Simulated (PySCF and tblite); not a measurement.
4 diastereomers of C7H10F2, numbered alike:

```tsv
isomer	SMILES	descriptors (one enantiomer)
A	[F:1][C@@H:2]1[CH2:3][CH2:4][CH2:5][C@:6]2([F:7])[CH2:8][C@H:9]12	2R, 6S, 9R
B	[F:1][C@@H:2]1[CH2:3][CH2:4][CH2:5][C@@:6]2([F:7])[CH2:8][C@H:9]12	2R, 6R, 9R
C	[F:1][C@H:2]1[CH2:3][CH2:4][CH2:5][C@@:6]2([F:7])[CH2:8][C@H:9]12	2S, 6R, 9R
D	[F:1][C@H:2]1[CH2:3][CH2:4][CH2:5][C@:6]2([F:7])[CH2:8][C@H:9]12	2S, 6S, 9R
```

Computed spectrum of one of them (conformer average at 298.15 K; GFN2-xTB geometries, energies HSE06/pcSseg-1 (IEF-PCM, tetrahydrofuran), level shift 0.2 (D3(BJ) added where defined), GIAO shieldings HSE06/pcSseg-1 (IEF-PCM, tetrahydrofuran), level shift 0.2; references on GFN2-xTB geometries), in ppm: ¹H (against TMS): 5.50 (1H), 2.39 (1H), 2.26 (1H), 1.99 (1H), 1.59 (1H), 1.57 (1H), 1.54 (1H), 1.37 (1H), 1.32 (1H), 0.93 (1H). ¹³C (against TMS): 91.0 (1C), 83.0 (1C), 33.2 (1C), 32.5 (1C), 26.0 (1C), 20.4 (1C), 14.5 (1C). Of the H, only those on carbon are given.

Which isomer is it?

A. After a straight-line scaling (slope 0.85 to 1.15) of computed carbon shifts, the largest errors are A 1.5 ppm (at 14.5), B 9.7 ppm (at 14.5), C 10.0 ppm (at 14.5), D 2.4 ppm (at 83.0). Assigned: ¹H (against TMS): 5.50 (H2, 1H), 2.39 (H5a, 1H), 2.26 (H5b, 1H), 1.99 (H9, 1H), 1.59 (H3b, 1H), 1.57 (H3a, 1H), 1.54 (H4a, 1H), 1.37 (H4b, 1H), 1.32 (H8a, 1H), 0.93 (H8b, 1H). ¹³C (against TMS): 91.0 (C2), 83.0 (C6), 33.2 (C3), 32.5 (C5), 26.0 (C9), 20.4 (C4), 14.5 (C8). For comparison, at another level (GFN2-xTB geometries, energies PBE0/def2-SVP (IEF-PCM, chloroform) (D3(BJ) added where defined), GIAO shieldings KT2/pcSseg-1 (IEF-PCM, chloroform)) the isomers give: A: ¹H (against TMS): 5.62 (H2, 1H), 2.49 (H5a, 1H), 2.30 (H5b, 1H), 1.98 (H9, 1H), 1.67 (H3a, 1H), 1.61 (H4a, 1H), 1.60 (H3b, 1H), 1.48 (H4b, 1H), 1.25 (H8a, 1H), 1.00 (H8b, 1H). ¹³C (against TMS): 90.9 (C2), 82.6 (C6), 34.7 (C3), 33.7 (C5), 26.8 (C9), 21.2 (C4), 13.7 (C8). B: ¹H (against TMS): 5.97 (H2, 1H), 2.65 (H5a, 1H), 2.34 (H3a, 1H), 2.31 (H8a, 1H), 2.23 (H3b, 1H), 2.18 (H8b, 1H), 2.07 (H5b, 1H), 1.93 (H4a, 1H), 1.58 (H4b, 1H), -0.04 (H9, 1H). ¹³C (against TMS): 93.1 (C2), 80.3 (C6), 37.6 (C3), 34.4 (C5), 29.6 (C8), 26.6 (C4), 23.3 (C9). C: ¹H (against TMS): 5.50 (H2, 1H), 2.52 (H3a, 1H), 2.42 (H5a, 1H), 2.21 (H8a, 1H), 2.16 (H8b, 1H), 2.13 (H4a, 1H), 2.08 (H5b, 1H), 2.00 (H4b, 1H), 1.99 (H3b, 1H), 0.43 (H9, 1H). ¹³C (against TMS): 96.0 (C2), 82.4 (C6), 38.7 (C3), 33.6 (C5), 30.9 (C8), 27.6 (C4), 25.7 (C9). D: ¹H (against TMS): 5.17 (H2, 1H), 2.49 (H5a, 1H), 2.19 (H5b, 1H), 1.91 (H4a, 1H), 1.88 (H9, 1H), 1.80 (H3a, 1H), 1.36 (H3b, 1H), 1.34 (H8a, 1H), 1.24 (H4b, 1H), 0.19 (H8b, 1H). ¹³C (against TMS): 94.5 (C2), 82.0 (C6), 35.3 (C5), 33.2 (C3), 28.0 (C9), 21.4 (C4), 17.4 (C8).

Shifts are unscaled: against experiment ¹³C can be off by 15 ppm or more and ¹H by 0.8 ppm.
